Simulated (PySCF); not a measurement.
Si(Me)2(OMe)2 (C4H12O2Si), SMILES CO[Si](C)(C)OC.

Coordinates come from a B3LYP-D3(BJ)/def2-SVP optimisation. The isomer is the one that the SMILES or the coordinates give; other isomers of the formula were not compared. Other conformers were not sampled.

The numbers are results of B3LYP-D3(BJ)/def2-SVP (PySCF 2.14.0), not measurements.

Frequencies are harmonic and unscaled.

Estimate the vibrational spectrum. (Estimate from the structure and the level; the computed values follow.)


```tsv
mode	ν (cm⁻¹)	IR (km/mol)	moving atoms (share of kinetic energy)
1	42	2.2	C 45 %, H 38 %, O 14 %
2	67	4.3	C 46 %, H 35 %, O 15 %
3	90	0.1	H 95 %
4	95	0.7	H 89 %
5	124	0.2	H 92 %
6	133	2.0	C 55 %, H 39 %
7	150	0.2	H 95 %
8	166	0.6	C 50 %, H 33 %, O 14 %
9	200	0.5	C 46 %, H 37 %, O 11 %
10	229	4.2	O 55 %, C 23 %, H 22 %
11	272	6.4	O 40 %, H 28 %, Si 17 %, C 15 %
12	326	28.4	O 39 %, C 26 %, H 20 %, Si 16 %
13	369	17.8	O 49 %, C 20 %, H 16 %, Si 15 %
14	603	1.0	C 57 %, O 24 %, H 18 %
15	684	1.8	H 58 %, C 34 %, Si 8 %
16	732	15.3	H 40 %, O 26 %, C 21 %, Si 13 %
17	739	1.3	H 75 %, C 21 %
18	748	26.2	H 36 %, C 26 %, Si 19 %, O 19 %
19	802	145.7	Si 41 %, H 35 %, C 23 %
20	866	147.3	H 48 %, Si 29 %, C 20 %
21	882	177.8	Si 39 %, H 35 %, C 18 %, O 8 %
22	1149	329.3	O 43 %, C 35 %, H 20 %
23	1160	114.6	O 36 %, C 32 %, H 30 %
24	1179	1.5	H 76 %, C 19 %
25	1180	1.0	H 76 %, C 19 %
26	1212	129.7	H 57 %, C 22 %, O 21 %
27	1218	87.6	H 48 %, O 27 %, C 24 %
28	1273	46.7	H 76 %, C 23 %
29	1277	44.8	H 77 %, C 22 %
30	1427	0.2	H 95 %
31	1429	0.6	H 96 %
32	1436	2.8	H 96 %
33	1439	4.0	H 96 %
34	1471	1.9	H 93 %
35	1476	4.2	H 96 %
36	1478	4.2	H 95 %
37	1479	1.5	H 95 %
38	1480	10.6	H 93 %
39	1484	9.5	H 88 %, C 10 %
40	2975	79.2	H 97 %
41	2987	68.4	H 97 %
42	3027	0.5	H 97 %
43	3032	1.6	H 97 %
44	3035	55.7	H 91 %, C 9 %
45	3059	43.9	H 91 %, C 9 %
46	3089	40.5	H 91 %, C 9 %
47	3098	36.8	H 90 %, C 10 %
48	3113	6.9	H 91 %, C 9 %
49	3118	7.4	H 91 %, C 9 %
50	3120	10.7	H 91 %, C 9 %
51	3130	4.8	H 91 %, C 9 %
```
